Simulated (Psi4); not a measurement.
hydrogen bromide (HBr), singlet, at a GFN2-xTB geometry; CAM-B3LYP/cc-pVDZ in Psi4.

Here is a job for Psi4.
```
memory 2 GB

molecule {
0 1
Br   -0.00000000   -0.00000000   -0.03893503
H     0.00000000    0.00000000    1.36272591
}

set {
  basis cc-pvdz
}

energy('cam-b3lyp')
print_variables()
```

It wrote (shortened):

```
   => Loading Basis Set <=

    Name: CC-PVDZ
    Role: ORBITAL
    Keyword: BASIS

         ---------------------------------------------------------
                                   SCF
               by Justin Turney, Rob Parrish, Andy Simmonett
                          and Daniel G. A. Smith
                              RKS Reference
         ---------------------------------------------------------

  ==> Geometry <==

    Molecular point group: c2v
    Full point group: C_inf_v

    Geometry (in Angstrom), charge = 0, multiplicity = 1:

       Center              X                  Y                   Z               Mass
    ------------   -----------------  -----------------  -----------------  -----------------
         BR           0.000000000000     0.000000000000    -0.017674174957    78.918337600000
         H            0.000000000000     0.000000000000     1.383986765043     1.007825032230

  Running in c2v symmetry.

  Rotational constants: A = ************  B =      8.62256  C =      8.62256 [cm^-1]
  Rotational constants: A = ************  B = 258497.97789  C = 258497.97789 [MHz]
  Nuclear repulsion =   13.213753658177847

  Charge       = 0
  Multiplicity = 1
  Electrons    = 36
  Nalpha       = 18
  Nbeta        = 18

  ==> Algorithm <==

  SCF Algorithm Type is DF.
  DIIS enabled.
  MOM disabled.
  Fractional occupation disabled.
  Guess Type is SAD.
  Energy threshold   = 1.00e-06
  Density threshold  = 1.00e-06
  Integral threshold = 1.00e-12

  ==> Primary Basis <==

  Basis Set: CC-PVDZ
    Blend: CC-PVDZ
    Number of shells: 14
    Number of basis functions: 32
    Number of Cartesian functions: 34
    Spherical Harmonics?: true
    Max angular momentum: 2

  ==> DFT Potential <==

   => LibXC <=

    Version 7.1.2
    S. Lehtola, C. Steigemann, M. J. T. Oliveira, and M. A. L. Marques,  SoftwareX 7, 1–5 (2018) (10.1016/j.softx.2017.11.002)

   => Composite Functional: CAM-B3LYP <=

    CAM-B3LYP Hyb-GGA Exchange-Correlation Functional

    T. Yanai, D. P. Tew, and N. C. Handy,  Chem. Phys. Lett. 393, 51 (2004) (10.1016/j.cplett.2004.06.011)

    Deriv               =              1
    GGA                 =           TRUE
    Meta                =          FALSE

    Exchange Hybrid     =           TRUE
    MP2 Hybrid          =          FALSE

   => Exchange Functionals <=

    0.3500         Becke 88 [omega = 0.3300]
    0.4600   Short-range recipe for B88 functional - erf [omega = 0.3300]

   => Exact (HF) Exchange <=

    0.4600            HF,LR [omega = 0.3300]
    0.1900               HF

   => Correlation Functionals <=

    0.1900   Vosko, Wilk & Nusair (VWN5)
    0.8100   Lee, Yang & Parr

   => LibXC Density Thresholds  <==

    XC_HYB_GGA_XC_CAM_B3LYP:  1.00E-14

   => Molecular Quadrature <=

    Radial Scheme          =       TREUTLER
    Pruning Scheme         =           NONE
    Nuclear Scheme         =       TREUTLER

    Blocking Scheme        =         OCTREE
    BS radius alpha        =              1
    Pruning alpha          =              1
    Radial Points          =             75
    Spherical Points       =            302
    Total Points           =          41937
    Total Blocks           =            377
    Max Points             =            252
    Max Functions          =             32
    Weights Tolerance      =       1.00E-15

   => Loading Basis Set <=

    Name: (CC-PVDZ AUX)
    Role: JKFIT
    Keyword: DF_BASIS_SCF

  ==> Integral Setup <==

  SCF_SUBTYPE=INCORE selected. In-core MEM_DF algorithm will be used.
  Using in-core AOs.

  ==> MemDFJK: Density-Fitted J/K Matrices <==

    J tasked:                   Yes
    K tasked:                   Yes
    wK tasked:                  Yes
    Omega:                3.300E-01
    Algorithm:                 Core
    Schwarz Cutoff:           1E-12
    Mask sparsity (%):       0.0000
    Fitting Condition:        1E-10

   => Auxiliary Basis Set <=

  Basis Set: (CC-PVDZ AUX)
    Blend: CC-PVDZ-JKFIT
    Number of shells: 56
    Number of basis functions: 194
    Number of Cartesian functions: 234
    Spherical Harmonics?: true
    Max angular momentum: 3

  Minimum eigenvalue in the overlap matrix is 4.1260713382E-02.
  Reciprocal condition number of the overlap matrix is 1.4108954428E-02.
    Using symmetric orthogonalization.

  ==> Pre-Iterations <==

  SCF Guess: Superposition of Atomic Densities via on-the-fly atomic UHF (no occupation information).

   -------------------------
    Irrep   Nso     Nmo
   -------------------------
     A1        16      16
     A2         2       2
     B1         7       7
     B2         7       7
   -------------------------
    Total      32      32
   -------------------------

  ==> Iterations <==

                           Total Energy        Delta E     RMS |[F,P]|

   @DF-RKS iter SAD: -2573.27323013275736   -2.57327e+03   0.00000e+00
   @DF-RKS iter   1: -2574.59440288047244   -1.32117e+00   3.08335e-02 ADIIS/DIIS
   @DF-RKS iter   2: -2574.67752366868081   -8.31208e-02   1.79808e-02 ADIIS/DIIS
   @DF-RKS iter   3: -2574.72398179946504   -4.64581e-02   1.62267e-03 ADIIS/DIIS
   @DF-RKS iter   4: -2574.72452369102120   -5.41892e-04   2.02523e-04 ADIIS/DIIS
   @DF-RKS iter   5: -2574.72453361317685   -9.92216e-06   2.83491e-05 DIIS
   @DF-RKS iter   6: -2574.72453379349781   -1.80321e-07   2.31412e-06 DIIS
   @DF-RKS iter   7: -2574.72453379551052   -2.01271e-09   1.77472e-07 DIIS
  Energy and wave function converged.

  ==> Post-Iterations <==

   Electrons on quadrature grid:
      Ntotal   =   35.9999999332 ; deviation = -6.680e-08

    Orbital Energies [Eh]
    ---------------------

    Doubly Occupied:

[...]
    Virtual:

[...]
    Final Occupation by Irrep:
             A1    A2    B1    B2
    DOCC [     9,    1,    4,    4 ]
    NA   [     9,    1,    4,    4 ]
    NB   [     9,    1,    4,    4 ]

  @DF-RKS Final Energy: -2574.72453379551052

   => Energetics <=

    Nuclear Repulsion Energy =             13.2137536581778470
    One-Electron Energy =               -3608.2413618029499958
    Two-Electron Energy =                1092.0378758038868909
    DFT Exchange-Correlation Energy =     -71.7348014546250425
    Empirical Dispersion Energy =           0.0000000000000000
    VV10 Nonlocal Energy =                  0.0000000000000000
    Total Energy =                      -2574.7245337955105242

Computation Completed

Properties will be evaluated at   0.000000,   0.000000,   0.000000 [a0]

Properties computed using the SCF density matrix

 Multipole Moments:

 ------------------------------------------------------------------------------------
     Multipole            Electronic (a.u.)      Nuclear  (a.u.)        Total (a.u.)
 ------------------------------------------------------------------------------------

 L = 1.  Multiply by 2.5417464519 to convert [e a0] to [Debye]
 Dipole X            :          0.0000000            0.0000000            0.0000000
 Dipole Y            :          0.0000000            0.0000000            0.0000000
 Dipole Z            :         -1.0333830            1.4463787            0.4129957
 Magnitude           :                                                    0.4129957

 ------------------------------------------------------------------------------------

  Variable Map:
  ----------------------------------------------------------------------------
[...]
  Array Variable Map:
  ----------------------------------------------------------------------------
[...]
[...]
```
